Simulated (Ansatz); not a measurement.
The first iterations of a band of C$_{3}$H$_{7}$Li (11 atoms, charge 0, multiplicity 1).

Theory: RKS CAM-B3LYP/6-31G* (Ansatz 0.2.0).

```json
{
  "movable images": "5",
  "climbing image": "yes",
  "spring": "5.0 eV/Å²",
  "optimiser": "quadratic models (default)",
  "start path": "through a guess of the saddle point",
  "force threshold": "0.05 eV/Å",
  "iteration limit": "33",
  "end points": "relaxed"
}
```

Initial state:

```xyz
11
Properties=species:S:1:pos:R:3
Li -2.205 0.992 -0.362
C -0.259 0.524 -0.145
C 0.119 0.090 1.276
C 0.241 -0.522 -1.149
H 0.299 1.454 -0.352
H -0.116 0.858 2.025
H 1.196 -0.136 1.381
H -0.411 -0.824 1.581
H 0.096 -0.206 -2.190
H -0.279 -1.484 -1.034
H 1.318 -0.745 -1.032
```

Final state:

```xyz
11
Properties=species:S:1:pos:R:3
Li -1.959 1.361 -0.531
C -0.153 0.565 -0.139
C -0.014 0.014 1.285
C 0.283 -0.506 -1.147
H 0.568 1.396 -0.229
H -0.201 0.780 2.049
H 0.992 -0.398 1.487
H -0.720 -0.807 1.479
H -0.398 -1.369 -1.151
H 1.287 -0.913 -0.928
H 0.316 -0.123 -2.176
```

| iteration | highest image above the first end (eV) | largest band force component (eV/Å) |
| --- | --- | --- |
| 1 | 0.995 | 4.230 |
| 2 | 0.189 | 0.918 |

**Question.** Does the band converge within its limit, and where does its top end?

**Answer.** The forces met the threshold. It ended after 5 iterations with the highest image 0.164 eV above the first end. A vibrational analysis at the climbing image gives one clearly imaginary mode, 263i cm⁻¹: a first-order saddle point.

Run time: 4 min on 1 thread of Intel(R) Xeon(R) Processor @ 2.50GHz (Skylake/Cascade Lake) (shared host), peak memory 0.17 GiB.
